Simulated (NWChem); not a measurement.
Molecule: CH$_{3}$ClF$_{2}$Ge; SMILES [CH3][Ge]([F])([F])[Cl]

```xyz
8

C     -1.5741    -1.3539    -0.0015
Ge     0.0288    -0.3060    -0.0001
F      1.0232    -0.6684    -1.3608
F      1.0214    -0.6699     1.3616
Cl    -0.2858     1.8007     0.0010
H     -2.1902    -1.0787    -0.8681
H     -2.1351    -1.1637     0.9234
H     -1.3068    -2.4181    -0.0601
```
Atoms are numbered in this order, from 1.

Results from NWChem. The geometry was optimised at PBE0/def2-SVP. GIAO values for the isolated, static molecule; σ is the absolute isotropic shielding, δ = σ(reference) − σ with the isolated reference molecule computed at the same levels (13C: tetramethylsilane, 19F: trichlorofluoromethane, 1H: tetramethylsilane).

**Question.** What does the run give for KT2/pcSseg-1? Quantities: δ C1 (ppm); σ Ge2 (ppm); δ F3 (ppm); δ F4 (ppm); σ Cl5 (ppm); δ H6 (rotor mean) (ppm).

**Answer.** 
```yaml
"δ C1 (ppm)": 5.8
"σ Ge2 (ppm)": 1244.8
"δ F3 (ppm)": -131.5
"δ F4 (ppm)": -131.6
"σ Cl5 (ppm)": 831.6
"δ H6 (rotor mean) (ppm)": 1.07
```
